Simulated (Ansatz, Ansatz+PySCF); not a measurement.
```yaml
atoms:
  - { symbol: Si, position_ang: [0.0000, 0.0000, 0.0795] }
  - { symbol: H, position_ang: [1.4244, 0.0000, -0.3709] }
  - { symbol: H, position_ang: [-0.7122, 1.2336, -0.3709] }
  - { symbol: H, position_ang: [-0.7122, -1.2336, -0.3709] }
```

Basis set: def2-SVP (spherical functions). Left uncorrelated: 5 orbitals. Charge 0, multiplicity 2.

Computed with Ansatz (development build ahead of 0.2.0); each method stands on the lowest determinant of its kind that the runs found. Restricted functionals stand beside restricted open-shell atoms, which can lie above the unrestricted atoms usual in DFT and then raise those values.

The atomization energy at this shape (free ground-state atoms in the same class of orbitals less the molecule, no zero-point energy) of doublet SiH₃:

```json
{"method": "ωB97X (unrestricted)", "atomization energy": "9.80 eV"}
{"method": "ωB97X (restricted open-shell)", "atomization energy": "9.83 eV"}
{"method": "r²SCAN (unrestricted)", "atomization energy": "9.89 eV"}
{"method": "PBE0 (unrestricted)", "atomization energy": "9.63 eV"}
{"method": "PBE (unrestricted)", "atomization energy": "9.61 eV"}
{"method": "UHF-CCSD(T)", "atomization energy": "9.31 eV"}
{"method": "UHF", "atomization energy": "7.70 eV"}
{"method": "ROHF", "atomization energy": "7.75 eV"}
```

(1) What does UHF-MP2 give?

Answers

(1) 9.06 eV.
